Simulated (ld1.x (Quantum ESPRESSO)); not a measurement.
**silver (Ag), TM semilocal: configuration errors across variants**

- Element: silver
- Generator: ld1.x (Quantum ESPRESSO) 7.5
- Type: norm-conserving Troullier–Martins (semilocal form)
- Functional: LDA (PZ)
- Relativity: scalar-relativistic
- Frozen core: [Kr]
- Valence charge: 11
- Reference configuration: 4d10 5s0.75 5p0.25
- Partial waves: 5s (bound): rc 1.90 bohr; 5p (bound): rc 2.95 bohr; 4d (bound): rc 1.25 bohr
- Local potential: the d channel
- Core correction: a·sin(br)/r model core, default radius (core density twice the valence density)

All-electron excitation energies from the reference (eV): (1) 4d10 5s1 5p0 -0.973; (2) 4d10 5s0 5p0 7.129; (3) 4d9 5s0 5p0 29.512; (4) 4d9 5s1 5p1 7.598; (5) 4d8 5s0 5p0 65.946; (6) 4d9 5s1 5p0 12.405; (7) 4d9 5s2 5p0 2.987; (8) 4d10 5s0.75 5p0.25 spin -0.132; (9) 4d10 5s1 5p0 spin -1.122.

Spin tests fill each open shell by Hund’s rule, majority spin first.

A semilocal file is local in each channel, so a ghost entry of none says nothing of the separable form that plane-wave codes build from it.

Errors AE − PS in meV (a dash: test not solved or not reliable):

```csv
change,(1),(2),(3),(4),(5),(6),(7),(8),(9),bound ghosts
base,+0.1,-8.2,-38,-62,-261,-34,-60,+0.2,+0.1,none
wave 5p (bound): rc 2.95 bohr becomes 5p (bound): rc 1.94 bohr,0.0,-7.5,-41,-30,-268,-37,-63,0.0,0.0,none
wave 5p (bound): rc 2.95 bohr becomes 5p (bound): rc 2.32 bohr,+0.1,-8.1,-39,-57,-263,-35,-60,+0.1,+0.1,none
wave 5p (bound): rc 2.95 bohr becomes 5p (bound): rc 2.60 bohr,+0.1,-8.2,-38,-62,-261,-34,-60,+0.2,+0.1,none
wave 5p (bound): rc 2.95 bohr becomes 5p (bound): rc 3.24 bohr,+0.1,-8.3,-39,-58,-263,-35,-60,+0.1,+0.1,none
wave 5p (bound): rc 2.95 bohr becomes 5p (bound): rc 3.64 bohr,+0.2,-8.6,-42,-49,-268,-36,-61,0.0,+0.2,none
wave 5p (bound): rc 2.95 bohr becomes 5p (bound): rc 4.04 bohr,+0.3,-9.2,-44,-39,-273,-38,-62,-0.2,+0.3,none
wave 5p (bound): rc 2.95 bohr becomes 5p (bound): rc 4.30 bohr,+0.3,-9.5,-46,-35,-276,-39,-63,-0.3,+0.4,none
```

Question: Give the same row for: wave 5p (bound): rc 2.95 bohr becomes 5p (bound): rc 3.10 bohr.

Answer: +0.1, -8.2, -39, -61, -262, -34, -60, +0.1, +0.1; bound ghosts: none.
